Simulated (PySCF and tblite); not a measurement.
Values are calculated unless marked as measured or tabulated.
## Conformer ensemble of C₈H₁₀O, numbered as in [CH:1]#[C:2][C@H:3]1[CH:4]=[C:5]([CH2:6][CH3:7])[O:8][CH2:9]1

Conformers came from 60 starts (ETKDG and KDG, MMFF94s, GFN2-xTB); geometries are GFN2-xTB. Energies: BP86-D3(BJ)/pcseg-1, with GFN2-xTB thermal terms (modes under about 50 cm⁻¹ blended into free rotors). Symmetry numbers and mirror images are counted. Conformers within 5 kcal/mol (GFN2-xTB free energy) were kept, 4 at most. GIAO shieldings: WP04/cc-pVDZ. Run with PySCF (density fitting) and tblite.

Torsions listed: O8–C5–C6–C7. The 5-ring runs over atoms 3–4–5–8–9.

| conformer | shape | symmetry | E(GFN2) kcal/mol | E(DFT) kcal/mol | G(298.15 K) kcal/mol | weight % | dipole D |
| --- | --- | --- | --- | --- | --- | --- | --- |
| 1 | 5-ring flat; 177° | C1 | 0.09 | 0.00 | 0.00 | 50.1 | 0.62 |
| 2 | 5-ring flat; 72° | C1 | 0.02 | 0.40 | 0.40 | 25.7 | 0.63 |
| 3 | 5-ring flat; -75° | C1 | 0.00 | 0.45 | 0.43 | 24.2 | 0.45 |

Weights (%) against temperature:

| T (K) | 1 | 2 | 3 | S(mix) cal/mol/K |
| --- | --- | --- | --- | --- |
| 298.15 | 50.1 | 25.7 | 24.2 | 2.06 |
| 320 | 48.8 | 26.3 | 24.9 | 2.08 |
| 350 | 47.2 | 27.0 | 25.8 | 2.10 |
| 400 | 45.2 | 27.9 | 26.9 | 2.12 |
| 800 | 38.5 | 30.7 | 30.8 | 2.17 |

Coordinates of conformer 1 (Å):

```xyz
19

C     3.292    1.580   -0.229
C     2.555    0.695    0.097
C     1.631   -0.360    0.469
C     0.227    0.165    0.664
C    -0.591   -0.418   -0.206
C    -2.056   -0.255   -0.440
C    -2.715    0.716    0.529
O     0.025   -1.336   -1.018
C     1.406   -1.380   -0.675
H     3.948    2.351   -0.505
H     2.009   -0.849    1.376
H    -0.012    0.913    1.391
H    -2.523   -1.241   -0.364
H    -2.199    0.086   -1.470
H    -3.780    0.787    0.319
H    -2.278    1.706    0.436
H    -2.589    0.377    1.555
H     1.651   -2.402   -0.371
H     1.991   -1.126   -1.565
```
